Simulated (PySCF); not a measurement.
C₈H₁₆NP.
Geometry (PBE0-D3(BJ)/def2-SVP, Å), atoms numbered from 1 in this order:
```xyz
26
C8H16NP angstrom
C     -1.4042    2.8578   -0.0498
C     -0.8387    1.7440    0.4223
P     -0.6378    0.2539   -0.6143
C     -1.6097   -0.9037    0.4157
C     -2.2290   -2.1207   -0.2222
C     -3.0904   -0.9616    0.1501
N      0.9841   -0.1918   -0.0863
C      1.3401   -1.5648   -0.3679
C      2.0038    0.7586   -0.5017
C      3.2231    0.7512    0.4054
H     -1.7303    2.9269   -1.0934
H     -1.5670    3.7369    0.5826
H     -0.4999    1.6843    1.4658
H     -1.2816   -0.9925    1.4582
H     -2.2877   -3.0306    0.3813
H     -2.0325   -2.2938   -1.2847
H     -3.7543   -1.0528    1.0132
H     -3.4847   -0.3339   -0.6555
H      1.4902   -1.7714   -1.4503
H      0.5630   -2.2476    0.0028
H      2.2744   -1.8291    0.1513
H      1.5594    1.7671   -0.4801
H      2.3169    0.5846   -1.5552
H      3.7531   -0.2130    0.3827
H      3.9402    1.5251    0.0913
H      2.9263    0.9497    1.4461
```

All values: PBE0/pcSseg-1 (PySCF, non-relativistic), on one gas-phase PBE0-D3(BJ)/def2-SVP geometry that isn't relaxed in the solvent. The solvent is an IEF-PCM continuum (Bondi radii, 1.10 Å for H, scaled by 1.2). Only the electrostatic response of the medium enters.

```tsv
run	E − E(gas) (kcal/mol)	HOMO (eV)	HOMO–LUMO gap (eV)	dipole (D)
gas	0.00	-5.59	5.28	0.74
P	-4.05	-5.75	5.39	1.00
Q	-2.77	-5.68	5.36	0.91
```

The runs were made in chloroform and water. Which run belongs to which solvent?

P = water, Q = chloroform. The dielectric constants are 4.711 (chloroform), 78.36 (water), and the energy falls further as ε rises. In this model the ground state sees the solvent through ε alone.

How constant is the ratio of the lowering to (ε − 1)/(2ε + 1)?

```
   solvent  (ε − 1)/(2ε + 1)  E − E(gas) (kcal/mol)  ratio (kcal/mol)  polarisation term (kcal/mol)
chloroform             0.356                  -2.77              -7.8                         -2.98
     water             0.490                  -4.05              -8.3                         -4.51
```

The ratio changes by +6.1 % in size from chloroform to water. The polarisation term is half the interaction of the solute with the induced surface charges.

The run took 68 s on one thread, Arm Neoverse V2 (aarch64), shared host with 96 logical CPUs at a one-minute load of 60, and the process peaked at 1.4 GiB of memory. This is the whole shielding run at PBE0/pcSseg-1 in water, SCF included.
